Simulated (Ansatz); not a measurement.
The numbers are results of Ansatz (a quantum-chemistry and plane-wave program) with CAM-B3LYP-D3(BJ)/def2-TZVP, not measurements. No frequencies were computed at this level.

Ansatz 0.2 input:
```yaml
crystal:
  periodic: [false, false, false]
  atoms:
    - { symbol: O, position_ang: [1.561477, -0.100132, -0.039344] }
    - { symbol: Ga, position_ang: [-0.035859, 0.492837, 0.057864] }
    - { symbol: O, position_ang: [-1.536145, -0.319579, -0.007681] }
    - { symbol: H, position_ang: [2.106913, -0.872987, -0.147983] }
    - { symbol: H, position_ang: [-0.13747, 1.9686, 0.227281] }
    - { symbol: H, position_ang: [-1.958917, -1.168739, -0.090136] }
basis:
  gaussian: { orbitals: def2-tzvp }
hamiltonian:
  xc: cam_b3lyp
  dispersion: d3bj
relax:
  max_steps: 150
```

Output:

```
Functional definition: CAM-B3LYP
837 factors; their error is unknown
237 factors; integrals over basis functions are off by at most 4.4e-6 eV
mean field evaluation 1: about -56515.7012 eV, gradient 8.2e1 eV
mean field evaluation 2: about -56502.9811 eV, gradient 1.2e2 eV
mean field evaluation 4: about -56525.6905 eV, gradient 1.2e0 eV
mean field evaluation 8: about -56525.8377 eV, gradient 2.3e-2 eV
mean field -56525.83768558 eV, -2077.2862203562 hartree, gradient 4.6e-5 eV, S^2 0.000000; 0 other end points of the search recorded, 0 dependent functions left out
reference -56525.83779528 eV, -2077.2862243876 hartree; 25, 25 occupied and 103, 103 virtual orbitals, 837 factors
relax step   1: F+E_penalty+E_count = -56525.89223242 eV  Δ(F+E_penalty+E_count) = +0.000e0 eV  max|allowed force component| = 1.860e0 eV/Å  Δτ_max = 0.0000 Å  (26 SCF iters, accepted)
these checks for a lower state are left out or cut short: starts, cluster_reference, orbital_swaps, neighbouring_geometries, increment
837 factors; their error is unknown
237 factors; integrals over basis functions are off by at most 4.2e-6 eV
mean field evaluation 16: about -56525.7885 eV, gradient 6.5e0 eV
mean field -56525.99095859 eV, -2077.2918530353 hartree, gradient 1.2e-5 eV, S^2 0.000000; 0 other end points of the search recorded, 0 dependent functions left out
reference -56525.99106703 eV, -2077.2918570203 hartree; 25, 25 occupied and 103, 103 virtual orbitals, 837 factors
relax step   2: F+E_penalty+E_count = -56526.04546394 eV  Δ(F+E_penalty+E_count) = -1.532e-1 eV  max|allowed force component| = 1.155e0 eV/Å  Δτ_max = 0.0831 Å  (32 SCF iters, accepted)
these checks for a lower state are left out or cut short: starts, cluster_reference, orbital_swaps, neighbouring_geometries, increment
837 factors; their error is unknown
237 factors; integrals over basis functions are off by at most 4.8e-6 eV
mean field -56526.13370459 eV, -2077.2970988542 hartree, gradient 1.1e-5 eV, S^2 0.000000; 0 other end points of the search recorded, 0 dependent functions left out
reference -56526.13381250 eV, -2077.2971028197 hartree; 25, 25 occupied and 103, 103 virtual orbitals, 837 factors
relax step   3: F+E_penalty+E_count = -56526.18851648 eV  Δ(F+E_penalty+E_count) = -1.431e-1 eV  max|allowed force component| = 8.952e-1 eV/Å  Δτ_max = 0.1914 Å  (35 SCF iters, accepted)
these checks for a lower state are left out or cut short: starts, cluster_reference, orbital_swaps, neighbouring_geometries, increment
837 factors; their error is unknown
237 factors; integrals over basis functions are off by at most 5.1e-6 eV
mean field evaluation 32: about -56526.0589 eV, gradient 1.9e-1 eV
mean field -56526.20336275 eV, -2077.2996587441 hartree, gradient 1.4e-5 eV, S^2 0.000000; 0 other end points of the search recorded, 0 dependent functions left out
reference -56526.20347022 eV, -2077.2996626939 hartree; 25, 25 occupied and 103, 103 virtual orbitals, 837 factors
relax step   4: F+E_penalty+E_count = -56526.25876331 eV  Δ(F+E_penalty+E_count) = -7.025e-2 eV  max|allowed force component| = 1.531e0 eV/Å  Δτ_max = 0.1810 Å  (31 SCF iters, accepted)
these checks for a lower state are left out or cut short: starts, cluster_reference, orbital_swaps, neighbouring_geometries, increment
837 factors; their error is unknown
237 factors; integrals over basis functions are off by at most 5.0e-6 eV
mean field -56526.28335084 eV, -2077.3025982522 hartree, gradient 1.4e-5 eV, S^2 0.000000; 0 other end points of the search recorded, 0 dependent functions left out
reference -56526.28345744 eV, -2077.3026021697 hartree; 25, 25 occupied and 103, 103 virtual orbitals, 837 factors
relax step   5: F+E_penalty+E_count = -56526.33908579 eV  Δ(F+E_penalty+E_count) = -8.032e-2 eV  max|allowed force component| = 1.466e-1 eV/Å  Δτ_max = 0.0641 Å  (32 SCF iters, accepted)
these checks for a lower state are left out or cut short: starts, cluster_reference, orbital_swaps, neighbouring_geometries, increment
837 factors; their error is unknown
237 factors; integrals over basis functions are off by at most 5.0e-6 eV
mean field -56526.29216943 eV, -2077.3029223296 hartree, gradient 1.3e-5 eV, S^2 0.000000; 0 other end points of the search recorded, 0 dependent functions left out
reference -56526.29227572 eV, -2077.3029262355 hartree; 25, 25 occupied and 103, 103 virtual orbitals, 837 factors
relax step   6: F+E_penalty+E_count = -56526.34819974 eV  Δ(F+E_penalty+E_count) = -9.114e-3 eV  max|allowed force component| = 6.813e-2 eV/Å  Δτ_max = 0.0758 Å  (30 SCF iters, accepted)
these checks for a lower state are left out or cut short: starts, cluster_reference, orbital_swaps, neighbouring_geometries, increment
837 factors; their error is unknown
237 factors; integrals over basis functions are off by at most 5.0e-6 eV
mean field -56526.29355921 eV, -2077.3029734031 hartree, gradient 1.3e-5 eV, S^2 0.000000; 0 other end points of the search recorded, 0 dependent functions left out
reference -56526.29366535 eV, -2077.3029773036 hartree; 25, 25 occupied and 103, 103 virtual orbitals, 837 factors
relax step   7: F+E_penalty+E_count = -56526.34971133 eV  Δ(F+E_penalty+E_count) = -1.512e-3 eV  max|allowed force component| = 4.860e-2 eV/Å  Δτ_max = 0.0349 Å  (30 SCF iters, accepted)
these checks for a lower state are left out or cut short: starts, cluster_reference, orbital_swaps, neighbouring_geometries, increment
837 factors; their error is unknown
237 factors; integrals over basis functions are off by at most 5.0e-6 eV
mean field evaluation 64: about -56526.2936 eV, gradient 1.3e-5 eV
mean field -56526.29362082 eV, -2077.3029756672 hartree, gradient 1.3e-5 eV, S^2 0.000000; 0 other end points of the search recorded, 0 dependent functions left out
reference -56526.29372695 eV, -2077.3029795674 hartree; 25, 25 occupied and 103, 103 virtual orbitals, 837 factors
relax step   8: F+E_penalty+E_count = -56526.34977095 eV  Δ(F+E_penalty+E_count) = -5.962e-5 eV  max|allowed force component| = 2.304e-3 eV/Å  Δτ_max = 0.0017 Å  (33 SCF iters, accepted)
837 factors; their error is unknown
237 factors; integrals over basis functions are off by at most 5.0e-6 eV
mean field -56526.29362082 eV, -2077.3029756672 hartree, gradient 5.8e-5 eV, S^2 0.000000; 1 other end points of the search recorded, 0 dependent functions left out
reference -56526.29372695 eV, -2077.3029795674 hartree; 25, 25 occupied and 103, 103 virtual orbitals, 837 factors
Total energy: -56526.34987708 eV, -2077.3050430466 hartree
Atom 0 at     1.545226    -0.126620    -0.046758 Å, force    -0.002262     0.000632     0.000176 eV/Å
Atom 1 at    -0.046823     0.662745     0.076757 Å, force     0.000096    -0.002303    -0.000182 eV/Å
Atom 2 at    -1.511724    -0.347113    -0.008282 Å, force     0.002080     0.001039     0.000214 eV/Å
Atom 3 at     1.550646    -1.080013    -0.155934 Å, force     0.000187    -0.000025    -0.000053 eV/Å
Atom 4 at    -0.154231     2.182654     0.252973 Å, force    -0.000067     0.000617    -0.000028 eV/Å
Atom 5 at    -1.383094    -1.291653    -0.118756 Å, force    -0.000033     0.000041    -0.000126 eV/Å
Dipole moment:     0.021491    -0.304389    -0.035183 e Å
```

Cost: about 40 core-seconds (a rough figure).
